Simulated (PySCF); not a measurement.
GeH5Si, SMILES [SiH3][GeH2] (connectivity only; charge and spin as stated), charge +1, multiplicity 1. The structure is a stationary point at PBE0-D3(BJ)/def2-TZVP. The spin state was assumed, not searched. The isomer is the one that the SMILES or the coordinates give; other isomers of the formula were not compared.

TDA-PBE/def2-SVPD (PySCF 2.14.0) puts the lowest singlet excitations at 3.60, 3.88, 4.51, 4.88, 7.49, 7.58 eV.

Question: What are the lowest excitation roots from ADC(2)/aug-cc-pVDZ run with PySCF 2.14.0? (Estimate from the structure and the level; the computed values follow.)

Answer: 4.03, 5.38, 6.51, 6.67, 8.58, 8.61 eV. S1 differs by 0.43 eV (second minus first; roots are paired by order, and the bases may differ).
